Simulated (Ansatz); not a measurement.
H5B2N, SMILES `BBN` (charge 0, multiplicity 1).

Z-matrix (Å, degrees):
```
B
N 1 1.3907
H 2 1.0055 1 124.01
H 2 1.0057 3 113.13 1 -179.99
H 1 1.2104 2 116.11 3 -179.98
B 1 1.6636 5 114.97 2 179.99
H 6 1.2010 1 122.18 5 86.95
H 6 1.2010 7 115.38 1 174.31
```
Charge 0, spin multiplicity 1.

Frozen-core energies in 6-31g from Ansatz (a program for electronic structure) at a geometry from PBE0-D3(BJ)/def2-TZVP; the HF reference has <S^2> = 0.00 and the T1 diagnostic is 0.015.

| level | energy (Ha) |
|---|---|
| HF | -106.69108 |
| MP2 | -106.90246 |
| CCSD | -106.93532 |

**Question.** Estimate the energies of CCSD(T), CCSDT and CCSDT(Q), and give each level's difference from CCSDT(Q).

**Answer.** 
| level | energy (Ha) | difference from CCSDT(Q) (mHa) |
|---|---|---|
| MP2 | -106.90246 | 39.29 |
| CCSD | -106.93532 | 6.43 |
| CCSD(T) | -106.94060 | 1.16 |
| CCSDT | -106.94135 | 0.41 |
| CCSDT(Q) | -106.94175 | 0.00 |
